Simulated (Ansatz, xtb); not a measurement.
**C8H7N: which of two isomers lies lower**

Structure a is `Cc1ccc(C#N)cc1`, a singlet and structure b is `Cc1cccc(C#N)c1`, a singlet. Both are isolated molecules in the gas phase, relaxed with B3LYP-D3(BJ)/def2-SVP.

a (Å):

```json
{"atom": "C", "x (Å)": "-1.3301", "y (Å)": "1.5982", "z (Å)": "-0.5307"}
{"atom": "C", "x (Å)": "-1.0059", "y (Å)": "0.4976", "z (Å)": "0.4450"}
{"atom": "C", "x (Å)": "0.3088", "y (Å)": "0.2983", "z (Å)": "0.8963"}
{"atom": "C", "x (Å)": "0.6224", "y (Å)": "-0.7359", "z (Å)": "1.7740"}
{"atom": "C", "x (Å)": "-0.3878", "y (Å)": "-1.6035", "z (Å)": "2.2265"}
{"atom": "C", "x (Å)": "-0.0742", "y (Å)": "-2.6700", "z (Å)": "3.1335"}
{"atom": "C", "x (Å)": "-1.7093", "y (Å)": "-1.4126", "z (Å)": "1.7850"}
{"atom": "C", "x (Å)": "-2.0057", "y (Å)": "-0.3734", "z (Å)": "0.9072"}
{"atom": "N", "x (Å)": "0.1794", "y (Å)": "-3.5334", "z (Å)": "3.8672"}
{"atom": "H", "x (Å)": "-0.6472", "y (Å)": "2.4531", "z (Å)": "-0.4168"}
{"atom": "H", "x (Å)": "-1.2340", "y (Å)": "1.2382", "z (Å)": "-1.5699"}
{"atom": "H", "x (Å)": "-2.3616", "y (Å)": "1.9591", "z (Å)": "-0.4043"}
{"atom": "H", "x (Å)": "1.1013", "y (Å)": "0.9686", "z (Å)": "0.5541"}
{"atom": "H", "x (Å)": "1.6483", "y (Å)": "-0.8781", "z (Å)": "2.1181"}
{"atom": "H", "x (Å)": "-2.4967", "y (Å)": "-2.0811", "z (Å)": "2.1375"}
{"atom": "H", "x (Å)": "-3.0369", "y (Å)": "-0.2324", "z (Å)": "0.5735"}
```

b (Å):

```xyz
16

C    -1.3572    1.7918   -0.0286
C    -0.8539    0.5352    0.6351
C     0.5195    0.3213    0.8326
C     0.9886   -0.8272    1.4747
C     0.0949   -1.7926    1.9339
C    -1.2839   -1.5965    1.7412
C    -2.2222   -2.5812    2.2015
C    -1.7485   -0.4382    1.0942
N    -2.9825   -3.3759    2.5733
H    -1.5476    2.5804    0.7197
H    -2.3016    1.6150   -0.5642
H    -0.6235    2.1897   -0.7452
H     1.2331    1.0683    0.4747
H     2.0621   -0.9719    1.6153
H     0.4498   -2.6948    2.4343
H    -2.8227   -0.3047    0.9505
```

Quicker runs give these differences E(b) − E(a): GFN2-xTB +0.90 kJ/mol; HF/STO-3G +1.07 kJ/mol (at GFN2-xTB geometries); r2SCAN-D4/def2-SVP +1.34 kJ/mol (at GFN2-xTB geometries).

Question: Estimate E(b) − E(a) at the level CCSD(T)/def2-SVP + ΔMP2/def2-TZVPP.

Answer: CCSD(T)/def2-SVP + ΔMP2/def2-TZVPP gives E(b) − E(a) = +0.51 kJ/mol, slightly favouring structure a, which is too small a margin to settle the true order.

Level by level:

```tsv
level	geometry	E(b) − E(a) (kJ/mol)	departure from the last row (kJ/mol)	job, with rough time for the two
GFN2-xTB	GFN2-xTB	+0.90	+0.39	optimisation, 0.13 s
HF/STO-3G	GFN2-xTB	+1.07	+0.56	single point, 0.7 s
r2SCAN-D4/def2-SVP	GFN2-xTB	+1.34	+0.83	single point, 8.4 s
B3LYP-D3(BJ)/def2-SVP	B3LYP-D3(BJ)/def2-SVP	+1.18	+0.67	optimisation, 65 s
HF/def2-SVP	B3LYP-D3(BJ)/def2-SVP	+1.91	+1.39	part of the CCSD(T) run
MP2/def2-SVP	B3LYP-D3(BJ)/def2-SVP	−0.08	−0.59	part of the CCSD(T) run
CCSD(T)/def2-SVP	B3LYP-D3(BJ)/def2-SVP	+0.72	+0.21	single point
CCSD(T)/def2-SVP + ΔMP2/def2-TZVPP	B3LYP-D3(BJ)/def2-SVP	+0.51		single point, 4.8 min
```

As drawn, both hold the same kinds of bond in the same numbers.

The largest departure from CCSD(T)/def2-SVP + ΔMP2/def2-TZVPP is that of HF/def2-SVP, 1.39 kJ/mol. The last row adds to CCSD(T) the change of the MP2 difference between the two basis sets, here −0.21 kJ/mol.

With thermal terms from frequencies at re-optimised GFN2-xTB minima (ideal gas, soft modes damped towards free rotors, one conformer each, 298.15 K, 1 atm): on the last row, ΔE + ΔZPE = +0.54, ΔH = +0.52, ΔG = +0.51 kJ/mol.

The correlated steps freeze 9 core orbitals. Codes used: Ansatz 0.2.0, xtb 6.7.1; the last row on 2 threads of Arm Neoverse V2 on a shared host.
